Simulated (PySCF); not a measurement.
# Spinor energies of Er³⁷⁺ (erbium, charge +37)

Start: [Ar] 3d10 4s2 4p1; 4p3/2 filled at m_j = +3/2. Calculated with PySCF 2.14 in an even-tempered Gaussian basis (17 s from 4.1 bohr⁻², ratio 2.8; 13 p from 5.4 bohr⁻², ratio 2.8; 8 d from 9.5 bohr⁻², ratio 2.8; 4 f from 23 bohr⁻², ratio 3): generalised Hartree-Fock with the X2C-1e Hamiltonian and a Gaussian nucleus; one run each with spin-orbit coupling (SO) screened by Boettger's factors, then bare. This is a chosen level, not necessarily the ground level.

```csv
spinor shell,electrons,"ε, screened SO (eV)","ε, bare SO (eV)",weight of nominal j (bare SO),"rms radius, bare SO (bohr)"
1s1/2,2,-59390.2,-59389.3,1.000,0.0231
2s1/2,2,-11428.5,-11428.2,1.000,0.0933
2p1/2,2,-10947.6,-10970.5,1.000,0.0795
2p3/2,4,-10023.5,-10015.5,1.000,0.0865
3s1/2,2,-3774.9,-3774.9,1.000,0.237
3p1/2,2,-3564.6,-3569.7,1.000,0.228
3d3/2,4,-3016.3,-3021.1,1.000,0.212
3d5/2,6,-2971.9,-2968.9,1.000,0.216
4s1/2,2,-1744.4,-1744.4,1.000,0.502
4p3/2,1,-1611.0,-1610.5,1.000,0.509
```

(1) Where does 3p3/2 lie, and what is the 3p spin-orbit splitting (bare SO)?

```csv
quantity,screened SO,bare SO
E (hartree),-12265.79647,-12266.50678
M_J,3/2,3/2
⟨J²⟩,3.751,3.751
⟨L²⟩,2.041,2.044
⟨S²⟩,0.790,0.793
```

Each row is a mean over spinors that exchange with the open shell spreads, by up to 11.392 eV (4s1/2).

Breit and QED terms are absent; they matter most for the inner s and p1/2 levels.

Densities and radii are taken from the X2C orbitals without a picture-change correction, which distorts them close to the nucleus.

## Answers

(1) At -3358.1 eV, 211.56 eV above 3p1/2.
